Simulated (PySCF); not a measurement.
# S (sulfur, neutral): UHF calculation

Configuration: [Ne] 3s2 3p4, high-spin 3P determinant. All numbers are calculated (PySCF 2.14, no relativity, point nucleus, in aug-cc-pV(T+d)Z (6s5p4d2f, 55 functions)).

```json
{"Total energy": "-397.509982 hartree", "One-electron energy": "-549.3742 hartree", "Hartree (Coulomb) energy": "176.8969 hartree", "Exchange energy": "-25.0327 hartree", "Kinetic energy": "397.49754 hartree", "⟨S²⟩": "2.0133", "⟨L²⟩": "2.050", "Sum of ⟨r⟩": "15.48 bohr", "Sum of ⟨r²⟩": "29.21 bohr²", "Traceless quadrupole moment −½Σ⟨3z² − r²⟩ along its main axis": "-2.18 e·bohr²", "Density at the nucleus (Gaussians lack the cusp)": "2630 bohr⁻³", "Spin density at the nucleus": "0.126 bohr⁻³", "Langevin diamagnetic susceptibility": "-23.1 ×10⁻⁶ cm³/mol"}
```

```
shell  electrons  mean orbital energy (hartree)  spread (hartree)  rms radius, mean of both spins (bohr)
 1s α          1                      -92.01374                 0                                  0.113
 1s β          1                      -91.99605                 0                                  0.113
 2s α          1                       -9.01357                 0                                  0.518
 2s β          1                       -8.99484                 0                                  0.518
 2p α          3                       -6.69906           0.02052                                  0.492
 2p β          3                       -6.66543           0.01526                                  0.492
 3s α          1                       -0.99012                 0                                   1.86
 3s β          1                       -0.77443                 0                                   1.86
 3p α          3                       -0.46330           0.07136                                   2.25
 3p β          1                       -0.37965                 0                                   2.25
```

Spin-orbit constants ζ (cm⁻¹) from the X2C one-electron operator on these orbitals (non-relativistic here): bare nucleus, nucleus screened by l(l+1)(2l+1)/3 electrons, and screened by the Breit-Pauli mean field of the electrons.

```csv
shell,bare,screened nucleus,mean field
2p,7358,6438,6016
3p,457.0,399.9,367.5
```

To first order the Landé constant is A = -183.7 cm⁻¹, so the lowest level has J = 2 and lies 0.0228 eV below the centre of the term. This holds in LS coupling only.
